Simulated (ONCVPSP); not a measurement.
# An all-electron radial function and its pseudo partner (Mn)

Columns: radius, all-electron u(r) and pseudo u(r) of the 3s shell (level -85.88 eV) of manganese in the configuration [Ne] 3s2 3p6 3d5 4s2; PBE, scalar-relativistic, ONCV scheme, ONCVPSP 4.0.1.

```tsv
r (bohr)	all-electron	pseudo
0.075	0.0462	0.1496
0.150	-0.5556	0.2999
0.225	-0.5922	0.4506
0.300	-0.2553	0.5991
0.375	0.1914	0.7406
0.450	0.5970	0.8685
0.525	0.9010	0.9754
0.600	1.0945	1.0551
0.675	1.1901	1.1026
0.750	1.2100	1.1165
0.825	1.1765	1.0985
0.900	1.1082	1.0525
0.975	1.0199	0.9850
1.050	0.9223	0.9030
1.125	0.8228	0.8135
1.200	0.7262	0.7224
1.275	0.6355	0.6342
1.350	0.5522	0.5519
1.425	0.4770	0.4769
1.500	0.4102	0.4101
1.575	0.3513	0.3513
1.650	0.2998	0.2998
1.725	0.2552	0.2551
1.800	0.2166	0.2166
1.875	0.1835	0.1835
1.950	0.1552	0.1552
```

(1) How many radial nodes do the two functions have?

(2) At about which radius was the pseudo-wave matched?

(3) Is the pseudo-wave norm-conserving?

Answers

(1) The all-electron 3s function has n − l − 1 = 2; the pseudo-wave has 0, since the states of the same l below it are removed with the core.

(2) 1.50 bohr. The columns agree to 0.0005 from 1.35 bohr on; several derivatives are matched, so the curves merge somewhat inside the radius.

(3) Yes: the ONCV scheme keeps the norm inside the radius equal to the all-electron one, which fixes the energy derivative of the logarithmic derivative at the level.
